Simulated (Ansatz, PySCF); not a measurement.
1,2,4-triazole (C2H3N3), SMILES c1nc[nH]n1. Atoms are numbered in the order given.

```xyz
8

C     -0.0511     1.1208     0.0000
N      1.1337     0.4477     0.0000
C      0.7507    -0.8162     0.0000
N     -0.6019    -0.8811     0.0000
N     -1.1356     0.3562     0.0000
H     -0.1203     2.2074     0.0000
H      1.3934    -1.6953     0.0000
H     -1.2080    -1.6958     0.0000
```

Coordinates come from a TPSSh-D3(BJ)/def2-SVP optimisation.

Two levels are set side by side: PBE-D3(BJ)/def2-SVP (Ansatz, a quantum-chemistry and plane-wave program) and TPSSh-D3(BJ)/def2-SVP (PySCF). Each level has its own optimised geometry; the coordinates shown are those of the second. Frequencies come from the Hessian of PySCF at each geometry. Differences are taken from unrounded values.

| quantity | TPSSh-D3(BJ) | PBE-D3(BJ) | PBE-D3(BJ) minus TPSSh-D3(BJ) |
|---|---|---|---|
| mean bond length (Å) | 1.238 | 1.245 | 0.007 |
| bond C1–N2 (Å) | 1.363 | 1.367 | 0.004 |
| bond C1–N5 (Å) | 1.327 | 1.336 | 0.009 |
| bond N2–C3 (Å) | 1.321 | 1.328 | 0.007 |
| bond C3–N4 (Å) | 1.354 | 1.361 | 0.007 |
| bond N4–N5 (Å) | 1.347 | 1.350 | 0.003 |
| bond C1–H6 (Å) | 1.089 | 1.098 | 0.009 |
| bond C3–H7 (Å) | 1.089 | 1.098 | 0.009 |
| bond N4–H8 (Å) | 1.015 | 1.022 | 0.007 |
| highest harmonic wavenumber (cm⁻¹) | 3618 | 3547 | -72 |
| mean harmonic wavenumber (cm⁻¹) | 1462 | 1425 | -38 |
| zero-point energy (kcal/mol) | 37.63 | 36.66 | -0.97 |

GGA bonds tend to be longer and softer than those of functionals with exact exchange. Differences between two approximate levels are no errors against the true value.
